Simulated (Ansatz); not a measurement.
Program: Ansatz. Geometries: PBE0-D4/def2-TZVP. ΔE: electronic, gas phase. CCSD(T)/CBS adds triple-zeta CCSD(T) − MP2 to the extrapolated MP2 energy (def2 sets, frozen cores). Functionals use def2-TZVPP. For Ge outer-core shells are correlated without core-valence functions, which leaves a few kJ/mol of doubt a bond. Scalar relativity is left out up to krypton. Each species was taken in one conformer, which may not be the lowest.

Reaction (redistribution): `B[SiH](C)BF` + `C[N](C)[GeH3]` → `C[N]([GeH3])BF` + `B[SiH](C)C`

**Question.** Is it downhill or uphill in electronic energy at CCSD(T)/CBS, and by how much? (Best estimate.)

**Answer.** Ansatz gave: Downhill: ΔE = -2.44 eV.

**Question.** What do these levels give: ωB97X-V, PBE, PBE0, HF/def2-TZVPP, MP2/def2-TZVPP, HF/def2-QZVPP? (An estimate is asked.)

**Answer.** The calculation gave: ωB97X-V -2.39, PBE -2.27, PBE0 -2.36, HF/def2-TZVPP -2.50, MP2/def2-TZVPP -2.54, HF/def2-QZVPP -2.51 eV.

Largest T1 diagnostic among the species: 0.014.

From PBE to PBE0 (25 % exact exchange), in def2-TZVPP and without D4, ΔE moves by −0.09 eV.
